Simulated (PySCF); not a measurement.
Isomers of C5H12ClFSi2, one GFN2-xTB conformer each. Single-point energies are computed at PBE0/pcSseg-1 (PySCF, gas phase, no added dispersion term), electronic only.

| SMILES | GFN2-xTB relative energy (kJ/mol) |
| --- | --- |
| CC(C)=C[SiH2][C@@H](F)[SiH2]Cl | 37.2 |
| CC(C)=C[SiH2][Si@@H](F)CCl | 0.0 |
| C=C(C)[SiH2][C@@](F)(Cl)C[SiH3] | 157.2 |
| C=CC[SiH2][C@@](F)(Cl)C[SiH3] | 163.2 |

Conformers: `[CH3:1][C:2]([CH3:3])=[CH:4][SiH2:5][C@@H:6]([F:7])[SiH2:8][Cl:9]` with C2–C4–Si5–C6 170°, C4–Si5–C6–F7 48°, Si5–C6–Si8–Cl9 -51°; `[CH3:1][C:2]([CH3:3])=[CH:4][SiH2:5][Si@@H:6]([F:7])[CH2:8][Cl:9]` with C2–C4–Si5–Si6 -84°, C4–Si5–Si6–F7 -62°, Si5–Si6–C8–Cl9 65°; `[CH2:1]=[C:2]([CH3:3])[SiH2:4][C@@:5]([F:6])([Cl:7])[CH2:8][SiH3:9]` with C1–C2–Si4–C5 -105°, C2–Si4–C5–F6 172°, Si4–C5–C8–Si9 68°; `[CH2:1]=[CH:2][CH2:3][SiH2:4][C@@:5]([F:6])([Cl:7])[CH2:8][SiH3:9]` with C1–C2–C3–Si4 108°, C2–C3–Si4–C5 -173°, C3–Si4–C5–F6 66°, Si4–C5–C8–Si9 -173°.

Problem. What does PBE0/pcSseg-1 give for the same structures?

Solution. 
```csv
SMILES,PBE0/pcSseg-1 E (Eh),PBE0/pcSseg-1 (kJ/mol),GFN2-xTB (kJ/mol),point group
CC(C)=C[SiH2][Si@@H](F)CCl,-1336.02485,0.0,0.0,C1
CC(C)=C[SiH2][C@@H](F)[SiH2]Cl,-1335.99678,73.7,37.2,C1
C=C(C)[SiH2][C@@](F)(Cl)C[SiH3],-1335.94509,209.4,157.2,C1
C=CC[SiH2][C@@](F)(Cl)C[SiH3],-1335.94354,213.5,163.2,C1
```

Both levels put the same isomer lowest; measured from each level's own lowest isomer, the values differ by up to 52.2 kJ/mol (C=C(C)[SiH2][C@@](F)(Cl)C[SiH3]: 157.2 against 209.4). As drawn, the lowest has an Si–F bond and an Si–Si bond, which the highest lacks. Neighbours under 10 kJ/mol apart (C=C(C)[SiH2][C@@](F)(Cl)C[SiH3] and C=CC[SiH2][C@@](F)(Cl)C[SiH3]) can change places with a better method, another conformer or zero-point energy.

Problem. Which frontier levels, dipoles and rotational constants go with these structures?

Solution. 
| SMILES | HOMO (eV, PBE0/pcSseg-1) | LUMO (eV) | dipole (D) | A, B, C (MHz) |
| --- | --- | --- | --- | --- |
| CC(C)=C[SiH2][Si@@H](F)CCl | -7.32 | -0.79 | 1.90 | 1036, 647.8, 491.0 |
| CC(C)=C[SiH2][C@@H](F)[SiH2]Cl | -7.34 | -0.25 | 2.93 | 2165, 371.3, 345.2 |
| C=C(C)[SiH2][C@@](F)(Cl)C[SiH3] | -7.74 | -0.60 | 2.55 | 1035, 820.9, 575.1 |
| C=CC[SiH2][C@@](F)(Cl)C[SiH3] | -7.34 | -0.18 | 2.49 | 1889, 453.5, 408.6 |
